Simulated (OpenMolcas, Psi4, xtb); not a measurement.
## InH2OF (SMILES [OH][InH][F]): the dipole moment, rung by rung

The species is InH2OF (5 atoms), meant as a singlet with charge 0. SMILES: `[OH][InH][F]`. The coordinates come from a PBE0-D4/def2-TZVP relaxation. This is a higher conformer, about 10 kJ/mol above the lowest found by a separate search.

```xyz
5

O    -1.2795   -0.3459   -0.5774
In    0.4801    0.0425    0.2100
F     1.1859   -1.6547    0.8415
H    -1.7252    0.4298   -0.9257
H     1.3885    1.4547    0.4102
```

Quantity: the dipole moment, in D. The values are calculated.

```json
{"level": "GFN0-xTB", "kind": "semi-empirical", "program": "xtb", "value (D)": "4.94"}
{"level": "HF/def2-SVP (core potential)", "kind": "Hartree–Fock", "program": "Psi4", "value (D)": "4.75"}
{"level": "SVWN5/def2-SVP (core potential)", "kind": "LDA", "program": "Psi4", "value (D)": "3.98"}
{"level": "BLYP/def2-SVP (core potential)", "kind": "GGA", "program": "Psi4", "value (D)": "3.78"}
{"level": "PBE/def2-SVP (core potential)", "kind": "GGA", "program": "OpenMolcas", "value (D)": "3.83"}
{"level": "r2SCAN/def2-SVP (core potential)", "kind": "meta-GGA", "program": "OpenMolcas", "value (D)": "4.08"}
{"level": "M06-2X/def2-SVP (core potential)", "kind": "hybrid meta-GGA", "program": "OpenMolcas", "value (D)": "4.34"}
{"level": "TPSSh/def2-SVP (core potential)", "kind": "hybrid meta-GGA", "program": "Psi4", "value (D)": "3.97"}
{"level": "wB97X-D/def2-SVP (density fitting, core potential)", "kind": "range-separated hybrid", "program": "Psi4", "value (D)": "4.23"}
```

The values span 3.78 to 4.94 D. Magnitudes only.
